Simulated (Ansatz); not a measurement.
Stepwise reaction of `C[N](C)[Sc]([NH2])[N](C)C` with ammonia, as a gas-phase model of exchange steps in deposition or etching. ΔE in kJ/mol.

Computed with Ansatz on PBE0-D4/def2-TZVP structures; ΔE is electronic, products minus reactants. CCSD(T)/CBS adds triple-zeta CCSD(T) − MP2 to the extrapolated MP2 energy (def2 sets, frozen cores). This one scheme is used for every species. DFT in def2-TZVPP. B3LYP here is the variant with VWN-RPA as its local correlation; programs differ in this. For Sc outer-core shells are correlated without core-valence functions, which leaves a few kJ/mol of doubt a bond. Scalar relativity is left out up to krypton. One conformer a species, not always the lowest.

| step | reaction | PBE-D4 | B3LYP-D4 | ωB97M-V | CCSD(T)/CBS |
| --- | --- | --- | --- | --- | --- |
| 2 | `C[N](C)[Sc]([NH2])[NH2]` + NH₃ → `[NH2][Sc]([NH2])[NH2]` + `CNC` | 6.0 | 2.8 | -1.8 | 4.6 |

Task: Give the row of step 1, `C[N](C)[Sc]([NH2])[N](C)C` + NH₃ → `C[N](C)[Sc]([NH2])[NH2]` + `CNC`. (An estimate is asked.)

Result: Ansatz gave: 
```csv
step,reaction,PBE-D4,B3LYP-D4,ωB97M-V,CCSD(T)/CBS
1,`C[N](C)[Sc]([NH2])[N](C)C` + NH₃ → `C[N](C)[Sc]([NH2])[NH2]` + `CNC`,4.7,1.3,-3.1,3.4
```

Task: By hand: ΔE of the 2 steps together at CCSD(T)/CBS.

Result: (3.4) + (4.6) = 8.0 kJ/mol, or 4.0 kJ/mol a step.

In ΔE the steps differ by no more than 1.2 kJ/mol. PBE-D4 differs from CCSD(T)/CBS by 1.3 to 1.4 kJ/mol a step. Only this route is followed, and other bonds may react first. Isolated molecules leave out the surface, adducts and barriers. Largest T1 diagnostic: 0.014.
